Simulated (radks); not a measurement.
The numbers below are computed, except where a source is named.
Q: Tl, 81 electrons, occupied as [Hg] 7s1 (not the ground configuration). Code: a radial shooting solver on a logarithmic mesh with Libxc functionals. Model: Dirac Kohn-Sham, PBE, spin-unpolarised, spherical densities, point nucleus.

Spin-orbit splittings of the eigenvalues, e(l+1/2) - e(l-1/2), with zeta = 2 splitting/(2l+1) and mean radii in bohr:

shell  occ.  splitting (eV)  zeta (eV)  <r> j=l-1/2  <r> j=l+1/2
2p        6            2066       1377      0.05589      0.06469
3p        6           459.3      306.2       0.1674       0.1835
3d       10           98.06      39.23       0.1595       0.1644
4p        6           111.7      74.44       0.3931       0.4274
4d       10               ?          ?       0.4334       0.4445
4f       14           4.598      1.314       0.4645       0.4710
5p        6           20.21      13.47       0.9420        1.037
5d       10           2.205     0.8819        1.353        1.408

Estimate the 4d splitting.

A: 20.83 eV (zeta = 8.331 eV).
